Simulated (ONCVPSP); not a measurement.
# Ranking ONCV potentials for sulfur (S)

All share these settings but for the change named:

| Property | Result |
| --- | --- |
| Element | sulfur (S) |
| Generator | ONCVPSP 4.0.1 |
| Type | optimised norm-conserving Vanderbilt (ONCV) |
| Functional | LDA (Perdew-Zunger) |
| Relativity | scalar-relativistic |
| Frozen core | [He] |
| Valence charge | 14 |
| Reference configuration | 2s2 2p6 3s1 3p5 |
| Partial waves | 2s+3s: rc 0.80 bohr, ncon 4, nbas 9, qcut 19.3 1/bohr, 2 projectors; 2p+3p: rc 0.65 bohr, ncon 3, nbas 7, qcut 17.3 1/bohr, 2 projectors |
| Local potential | polynomial inside 0.45 bohr (lpopt 5, dvloc0 0 Ha) |
| Core correction | none |

Cutoff: the first of the cutoffs (Ha) at which the residual kinetic energy of the hardest occupied pseudo-wave falls to 1 and 0.1 mHa per electron; the density cutoff is not measured.

The base gives 140 Ha.

Of 6 variants that were run, those that failed, showed a ghost or another fault, or gave nearly equal values are left out.

A variant can come out equal or close to the base.

(1) Rank these variants from softest to hardest (loose cutoff).
A. all radii scaled by about 1.05 (s 0.84, p 0.68 bohr); local potential polynomial inside 0.48 bohr (lpopt 5, dvloc0 0 Ha)
B. all radii scaled by about 1.30 (s 1.04, p 0.84 bohr); local potential polynomial inside 0.58 bohr (lpopt 5, dvloc0 0 Ha)
C. all radii scaled by about 0.86 (s 0.68, p 0.56 bohr); local potential polynomial inside 0.38 bohr (lpopt 5, dvloc0 0 Ha)

## Answers

(1) B (116 Ha), A (134 Ha), C (350 Ha).
